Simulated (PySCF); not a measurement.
Work out the structure from these simulated measurements.

Formula: C4H4FNO2.

| Property | Result |
| --- | --- |
| UV, strongest line | among the 8 lowest singlet transitions: S2 at 5.33 eV (233 nm, f = 0.800) [TDDFT wB97X-D/def2-SVPD] |
| 13C NMR | chemical shifts (computed TMS as zero) by class: 160.7 (1 C), 157.8 (1 C), 153.2 (1 C), 129.1 (1 C) ppm [GIAO PBE0/pcSseg-1] |
| NMR, other nuclei | isotropic shieldings of nuclei other than C and H, by class: -95 (1 N), -112 (1 O), 92 (1 O), 299 (1 F) ppm [GIAO PBE0/pcSseg-1] |
| Rotational structure | rotational constants A, B, C: 6.468, 0.998, 0.865 GHz [GFN2-xTB] |
| Dipole | 1.99 D [wB97X-D/def2-SVPD] |
| 1H NMR | chemical shifts (computed TMS as zero) by class: 8.15 (1 H), 7.96 (1 H), 7.84 (1 H), 7.26 (1 H) ppm [GIAO PBE0/pcSseg-1] |

The electronic properties come from PySCF, for the isolated species, density fitting. Levels stand in brackets. The structure is a single GFN2-xTB conformer in the gas phase; no vibrational or solvent corrections. NMR values are class means; diastereotopic atoms form classes of their own.

Question: Give a SMILES that accounts for the data.

Answer: Numbering: `[CH2:1]=[N:2]/[C:3]([F:4])=[CH:5]/[O:6][CH:7]=[O:8]`. Its formula, C4H4FNO2, gives 3 degrees of unsaturation: 0 rings and 3 π bonds in the structure found. 4 carbons fall into 4 classes; from least to most shielded: ester carbonyl carbon [C7] (160.7 ppm), vinylic C–F carbon [C3] (157.8 ppm), imine carbon [C1] (153.2 ppm), vinylic carbon bearing oxygen [C5] (129.1 ppm). Hydrogen classes from least to most shielded: 1 H on an ester carbonyl carbon, C7 (8.15 ppm), 1 H on a vinylic carbon bearing oxygen, C5 (7.96 ppm), 1 H on an imine carbon, C1 (7.84 ppm), 1 H on an imine carbon, C1 (7.26 ppm). The other shieldings belong to: -95 ppm, imine nitrogen [N2]; -112 ppm, ester carbonyl oxygen [O8]; 92 ppm, ester single-bonded oxygen [O6]; 299 ppm, vinyl fluorine [F4]. The optimised geometry has point group Cs and is an asymmetric top. Structure: `C=N/C(F)=C/OC=O`. Computed isomers that give other values at the same levels: `N#C[C@@H]1CO[C@H](F)O1` (13C chemical shifts (computed TMS as zero) by class: 124.2 (1 C), 122.0 (1 C), 71.5 (1 C), 64.2 (1 C) ppm); `N#C[C@@H]1CO[C@@H](F)O1` (13C chemical shifts (computed TMS as zero) by class: 125.1 (1 C), 121.6 (1 C), 71.8 (1 C), 64.3 (1 C) ppm); `N#C[C@@]1(CO)O[C@H]1F` (13C chemical shifts (computed TMS as zero) by class: 121.6 (1 C), 91.0 (1 C), 73.1 (1 C), 48.4 (1 C) ppm). The assignments are read from this structure; whether some other isomer fits the data as well wasn't checked.

Conformer computed: `[CH2:1]=[N:2]/[C:3]([F:4])=[CH:5]/[O:6][CH:7]=[O:8]`: C1–N2–C3–F4 0°, C3–C5–O6–C7 180°, C5–O6–C7–O8 0°.
